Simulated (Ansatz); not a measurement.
System: C2H9N2Si (charge 0, doublet). It need not be the lowest isomer of its formula. SMILES: N[Si](C)([NH])C
Coordinates optimised at B3LYP-D3(BJ)/def2-TZVP (Ansatz, a program for electronic structure):
```xyz
14

Si    -0.0216    -0.0052     0.0576
C      1.5611    -0.8730    -0.4390
C     -1.1991     0.2565    -1.3741
N     -0.8464    -1.1423     1.1186
N      0.4055     1.5491     0.6741
H      2.2386    -0.9815     0.4110
H      2.0768    -0.3005    -1.2125
H      1.3491    -1.8715    -0.8230
H     -2.0967     0.7925    -1.0579
H     -1.5148    -0.6996    -1.7933
H     -0.7136     0.8413    -2.1579
H     -1.0318    -0.8100     2.0671
H     -0.2794     2.2776     0.7965
H      1.1893     1.6766     1.2941
```
Charge 0, spin multiplicity 2.

Parts of the frozen-core correlation energy in 6-31G (Ansatz, hartree). Frozen orbitals: 9; correlated occupied orbitals by spin: 16 and 15; virtual: 42 and 43. Open shells are spin-unrestricted. Spin-orbit coupling is left out. No relativistic terms.

| term | value |
|---|---|
| reference (HF) | -478.69087 |
| MP2 opposite-spin | ___ |
| MP2 same-spin | ___ |
| CCSD correlation | ___ |
| (T) | -0.00971 |
| T1 diagnostic | 0.012 |
| largest doubles amplitude | 0.023 |
| <S^2> of the reference | 0.758 |

**Question.** Complete the blanks.

**Answer.** 
- MP2 opposite-spin, value: -0.33255
- MP2 same-spin, value: -0.09222
- CCSD correlation, value: -0.47844
